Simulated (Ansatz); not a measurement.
Geometry optimisation, RKS BLYP/6-31G (Ansatz 0.2.0).

input.yaml

```yaml
crystal:
  periodic: [false, false, false]
  atoms:
    - { symbol: B, position_ang: [-0.840782, 0.608927, -0.933966] }
    - { symbol: F, position_ang: [-0.82268, 0.616597, -2.331851] }
    - { symbol: "N", position_ang: [0.201843, -0.145777, -0.415213] }
    - { symbol: C, position_ang: [0.634564, -0.463682, 0.953099] }
    - { symbol: H, position_ang: [0.719617, -0.506793, -1.218163] }
    - { symbol: Cl, position_ang: [-2.109881, 1.514952, 0.002162] }
    - { symbol: H, position_ang: [1.643307, -0.06444, 1.159009] }
    - { symbol: H, position_ang: [-0.073775, -0.005804, 1.659467] }
    - { symbol: H, position_ang: [0.647789, -1.55398, 1.125355] }
basis:
  gaussian: { orbitals: "6-31G" }
hamiltonian:
  xc: blyp
relax:
  f_tol: 0.03
  max_steps: 50
output:
  orbitals: {}
```

Run as:

```bash
$ ansatz run input.yaml --threads 1 --pin off --max-ram 2048MiB --backend cpu --events-out ev --progress --plain --runs-dir out
```

Task: Where does it end, and by what steps?

Result: The forces met the threshold. Limits of this set-up: no polarisation functions. After 7 steps the energy has fallen by 0.159 eV; H5 moved furthest, 0.19 Å.

```
step  energy less start (eV)  largest force component (eV/Å)  accepted
   0                  0.0000                           0.637       yes
   1                 -0.1022                           0.430       yes
   2                 -0.1285                           0.554       yes
   3                 -0.1363                           0.529       yes
   4                 -0.1493                           0.331       yes
   5                 -0.1588                           0.139       yes
   6                 -0.1592                           0.044       yes
   7                 -0.1594                           0.005       yes
```

```xyz
9
Properties=species:S:1:pos:R:3
B -0.809 0.587 -0.981
F -0.975 0.723 -2.348
N 0.252 -0.173 -0.474
C 0.605 -0.441 0.939
H 0.875 -0.606 -1.159
Cl -2.025 1.435 0.104
H 1.611 -0.053 1.174
H -0.123 0.053 1.595
H 0.589 -1.525 1.149
```

The run took 49 s on 1 thread of Arm Neoverse N1 (shared host), peak memory 0.23 GiB.
